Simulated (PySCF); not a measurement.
Si(H)(Et)(Vi)(OEt), SMILES C=C[SiH](CC)OCC (C6H14OSi) (GFN2-xTB optimised geometry):

```
22

Si    -0.003    -1.487     0.000
C     -0.599     0.308     0.000
C     -0.066     1.296     0.702
C     -0.711    -2.447     1.475
C     -0.298    -1.825     2.801
O     -0.591    -2.302    -1.277
C     -0.412    -2.021    -2.637
C     -1.389    -2.845    -3.461
H      1.470    -1.487     0.000
H     -1.470     0.535    -0.608
H     -0.460     2.302     0.688
H      0.800     1.141     1.324
H     -1.800    -2.475     1.418
H     -0.373    -3.482     1.444
H      0.784    -1.822     2.901
H     -0.643    -0.795     2.862
H     -0.717    -2.376     3.641
H      0.621    -2.261    -2.918
H     -0.567    -0.951    -2.819
H     -1.228    -3.904    -3.273
H     -1.247    -2.644    -4.519
H     -2.409    -2.597    -3.183
```

Method: B3LYP/def2-SVP run with PySCF.

Task: What are the frontier orbital energies and the dipole moment?

Result: HOMO-2 -7.93 eV, HOMO-1 -7.48 eV, HOMO -7.36 eV, LUMO -0.41 eV, LUMO+1 1.26 eV; dipole moment 0.83 D.

On the same geometry PySCF with PBE/def2-SVP gives HOMO-2 -6.83 eV, HOMO-1 -6.38 eV, HOMO -6.19 eV, LUMO -1.22 eV, LUMO+1 0.58 eV; dipole moment 0.73 D.

Meta-Löwdin charges at B3LYP/def2-SVP: Si1 0.98, C2 -0.35, C3 -0.19, C4 -0.40, C5 -0.28, O6 -0.61, C7 0.06, C8 -0.28, H9 -0.15, H10 0.10, H11 0.10, H12 0.10, H13 0.10, H14 0.10, H15 0.09, H16 0.09, H17 0.09, H18 0.08, H19 0.07, H20 0.10, H21 0.10, H22 0.10.
